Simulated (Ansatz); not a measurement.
`NB([SiH3])C[SiH3]` → `CBN([SiH3])[SiH3]`  (isomerisation)

Isolated molecules relaxed with PBE0-D4/def2-TZVP in Ansatz; ΔE leaves out vibrations. CCSD(T)/CBS is the MP2 limit (def2-TZVPP, def2-QZVPP) plus CCSD(T) − MP2 in def2-TZVPP, frozen cores. Functionals use def2-TZVPP. B3LYP here is the variant with VWN-RPA as its local correlation; programs differ in this. One conformer a species, not always the lowest.

`NB([SiH3])C[SiH3]`:

Z-matrix (Å, degrees):
```
Si
B 1 2.027
H 1 1.491 2 112.1
H 1 1.493 2 110.8 3 119.1
H 1 1.494 2 112.1 3 -121.0
C 2 1.569 1 121.6 3 -54.3
N 2 1.394 1 118.2 3 124.1
Si 6 1.879 2 110.6 1 88.8
H 6 1.097 2 112.4 1 -152.0
H 6 1.094 2 112.3 1 -30.3
H 7 1.006 2 123.5 1 -0.8
H 7 1.009 2 123.2 1 179.8
H 8 1.487 6 111.0 2 -55.3
H 8 1.489 6 111.0 2 -175.8
H 8 1.489 6 110.0 2 64.5
```

`CBN([SiH3])[SiH3]`:

```xyz
15

C     1.754    0.855    1.161
B     0.593   -0.169    0.942
N    -0.317   -0.208   -0.147
Si   -1.506   -1.493   -0.042
Si   -0.373    0.854   -1.535
H     1.869    1.624    0.397
H     1.619    1.349    2.130
H     2.702    0.312    1.249
H     0.435   -1.027    1.782
H    -0.854   -2.825   -0.072
H    -2.403   -1.364   -1.224
H    -2.315   -1.366    1.195
H     0.757    1.810   -1.514
H    -1.655    1.607   -1.543
H    -0.305    0.042   -2.778
```

CCSD(T)/CBS gives -0.90 eV.

Task: Another level gave -0.84 eV. Which?
A. B3LYP/def2-TZVPP
B. PBE-D4/def2-TZVPP
C. MP2/def2-TZVPP
D. CCSD/def2-TZVPP

Result: A. B3LYP -0.84, MP2/def2-TZVPP -0.97, CCSD/def2-TZVPP -0.91, PBE-D4 -0.61 eV.

Largest T1 diagnostic among the species: 0.013.

From PBE to PBE0 (25 % exact exchange), in def2-TZVPP and without D4, ΔE moves by −0.10 eV. In def2-TZVPP, CCSD(T) changes the Hartree–Fock value by +0.23 eV (the triples alone add +0.03 eV) and MP2 by +0.15 eV.
